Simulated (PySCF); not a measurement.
CH6O3Si2. Atoms are numbered in the order given.

```xyz
12

O      0.0000     0.0000     1.3448
C      0.0000     0.0000     0.1127
Si    -1.7655     0.0000    -0.6739
O     -2.7494     0.0000     0.6613
Si     1.7655     0.0000    -0.6739
O      2.7494     0.0000     0.6613
H     -1.9340     1.2134    -1.5196
H     -1.9340    -1.2134    -1.5196
H     -2.2067     0.0000     1.4664
H      1.9340    -1.2134    -1.5196
H      1.9340     1.2134    -1.5196
H      2.2067     0.0000     1.4664
```

Geometry optimised at ωB97X-D3(BJ)/def2-SVP. This is a generated structure with no PubChem entry under its InChIKey; it may be hypothetical. One conformer was computed; it need not be the lowest.

Method: r2SCAN/def2-TZVP run with PySCF.

Isolated molecule, no solvent.

total energy: -846.38393 hartree
point group: C2v
highest occupied level: -6.00 eV
lowest empty level: -3.34 eV
orbital gap: 2.67 eV
dipole moment: 0.207 e·Å
quadrupole, principal values (traceless, Buckingham form, about the centre of nuclear charge): -11.77, 4.18, 7.59 D·Å
mean static polarisability: 73.8 bohr³ (10.94 Å³)
polarisability, principal values: 58.7, 74.7, 88.1 bohr³
